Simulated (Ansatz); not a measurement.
Start from `OB(O)BS` and change one atom or group to get `NB(O)O`.

Ansatz, PBE0-D4/def2-TZVP geometries, multiplicity 1. Each molecule was computed in one conformer, which needn't be the lowest.

```json
{"property": "HOMO–LUMO gap (PBE/def2-TZVPP) / eV", "`OB(O)BS`": "4.08"}
{"property": "HOMO energy (B3LYP/def2-TZVPP) / eV", "`OB(O)BS`": "-7.97"}
{"property": "LUMO energy (PBE0/def2-TZVPP) / eV", "`OB(O)BS`": "-1.84"}
{"property": "LUMO energy (B3LYP/def2-TZVPP) / eV", "`OB(O)BS`": "-2.01"}
{"property": "HOMO–LUMO gap (PBE0/def2-TZVPP) / eV", "`OB(O)BS`": "6.32"}
{"property": "HOMO–LUMO gap (ωB97M-V/def2-TZVPP) / eV", "`OB(O)BS`": "10.56"}
```

**Question.** What does the change do to each property? (Estimate.)

**Answer.** Computed: 
| property | `NB(O)O` | shift |
| --- | --- | --- |
| HOMO–LUMO gap (PBE/def2-TZVPP) / eV | 5.82 | 1.74 |
| HOMO energy (B3LYP/def2-TZVPP) / eV | -7.34 | 0.63 |
| LUMO energy (PBE0/def2-TZVPP) / eV | 0.57 | 2.41 |
| LUMO energy (B3LYP/def2-TZVPP) / eV | 0.18 | 2.19 |
| HOMO–LUMO gap (PBE0/def2-TZVPP) / eV | 8.17 | 1.85 |
| HOMO–LUMO gap (ωB97M-V/def2-TZVPP) / eV | 11.92 | 1.36 |

With PBE0 the HOMO rises by 0.58 eV and the LUMO rises by 2.41 eV, so the gap widens by about 1.83 eV. PBE moves the HOMO by 0.73 eV and ωB97M-V by 0.38 eV. The zero-point energy changes by 8.4 kJ/mol with -3 modes.

B3LYP here is the variant with VWN-RPA as its local correlation; programs differ in this.
